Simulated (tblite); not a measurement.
Species: C8H16N2.
Numbering: `[CH3:1][CH2:2][CH2:3]/[C:4](=[N:5]/[NH:6][CH3:7])[CH:8]1[CH2:9][CH2:10]1` (hydrogens: H11, H12, H13 on C1; H14, H15 on C2; H16, H17 on C3; H18 on N6; H19, H20, H21 on C7; H22 on C8; H23, H24 on C9; H25, H26 on C10)

Computed geometry: GFN2-xTB, gas phase.

Entries marked ? are missing. Bonds in one row agree within 0.01 Å.

```csv
coordinate,value
C1–C2,1.523 Å
C2–C3,1.531 Å
C3–C4,1.500 Å
C4=N5,1.272 Å
N5–N6,?
N6–C7,1.442 Å
C4–C8,?
C8–C9,?
C9–C10,?
C8–C10,?
"C1–H11, C1–H12, C1–H13",1.088 Å
"C2–H14, C2–H15",1.092 Å
"C3–H16, C3–H17",1.092 Å
N6–H18,1.019 Å
"C7–H19, C7–H21",1.089 Å
C7–H20,1.097 Å
C8–H22,1.088 Å
"C9–H23, C10–H25",1.080 Å
"C9–H24, C10–H26",1.081 Å
C1–C2–C3,111.6°
C2–C3–C4,?
C3–C4–N5,117.0°
C3–C4–C8,?
N5–C4–C8,123.8°
C4–N5–N6,122.4°
N5–N6–C7,115.0°
C4–C8–C9,119.9°
C4–C8–C10,122.4°
C9–C8–C10,?
C8–C9–C10,59.8°
```

Q: Fill in the missing values.

A: 
- N5–N6 = 1.345 Å, drawn single (ends: C=N nitrogen; nitrogen bonded to C, N and H); 0.07 Å below the sum of covalent radii, 1.42 Å.
- C4–C8 = 1.497 Å, drawn single (C=N carbon to three-membered-ring carbon); 0.01 Å above the sum of covalent radii, 1.49 Å.
- C8–C9 = 1.507 Å, drawn single (both ends three-membered-ring carbon); 0.01 Å below the sum of covalent radii, 1.52 Å.
- C9–C10 = 1.498 Å, drawn single (both ends three-membered-ring carbon); 0.02 Å below the sum of covalent radii, 1.52 Å.
- C8–C10 = 1.497 Å, drawn single (both ends three-membered-ring carbon); 0.02 Å below the sum of covalent radii, 1.52 Å.
- C2–C3–C4 = 111.5°, at the chain CH2 carbon; the outer atoms are 2.506 Å apart.
- C3–C4–C8 = 119.1°, at the C=N carbon; the outer atoms are 2.584 Å apart.
- C9–C8–C10 = 59.8°, at the three-membered-ring carbon, inside a 3-membered ring; the outer atoms are 1.498 Å apart.

Radii are Cordero's, carbon taken as 0.76, 0.73 or 0.69 Å for four, three, and two or fewer neighbours.

Its GFN2-xTB frequencies are all real (lowest 38 cm⁻¹). The numbers are those of one conformer (C1–C2–C3–C4 180°, C2–C3–C4–N5 -116°, C4–N5–N6–C7 160°, C3–C4–C8–C9 108°). 3 starts were optimised and ended at 0.00, 0.66 and 2.18 kcal/mol (GFN2-xTB); the lowest of these is shown.
